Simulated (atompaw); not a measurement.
## An all-electron radial function and its pseudo partner (zirconium)

Columns: radius, all-electron u(r) and pseudo u(r) of the 4p shell (level -35.73 eV) of zirconium in the configuration [Ar] 3d10 4s2 4p6 4d2 5s1.5 5p0; LDA (PW92), scalar-relativistic, PAW (atompaw) scheme, atompaw 4.2.0.5.

```tsv
r (bohr)	all-electron	pseudo
0.100	0.2977	0.0207
0.200	-0.1541	0.0810
0.300	-0.4742	0.1753
0.400	-0.4419	0.2952
0.500	-0.1988	0.4301
0.600	0.1102	0.5684
0.700	0.4001	0.6990
0.800	0.6333	0.8121
0.900	0.7996	0.9001
1.000	0.9032	0.9585
1.100	0.9541	0.9860
1.200	0.9637	0.9842
1.300	0.9430	0.9572
1.400	0.9013	0.9109
1.500	0.8463	0.8517
1.600	0.7836	0.7857
1.700	0.7176	0.7180
1.800	0.6513	0.6513
1.900	0.5869	0.5869
2.000	0.5256	0.5256
2.100	0.4684	0.4684
2.200	0.4156	0.4156
2.300	0.3675	0.3675
2.400	0.3240	0.3240
2.500	0.2848	0.2848
2.600	0.2499	0.2499
```

Q: How many radial nodes do the two functions have?

A: The all-electron 4p function has n − l − 1 = 2; the pseudo-wave has 0, since the states of the same l below it are removed with the core.

Q: At about which radius was the pseudo-wave matched?

A: 1.80 bohr, where the columns begin to agree (steps of 0.10 bohr).

Q: Is the pseudo-wave norm-conserving?

A: No, it belongs to a PAW set: the norm inside the radius is not constrained, and the difference is carried by the augmentation charge.
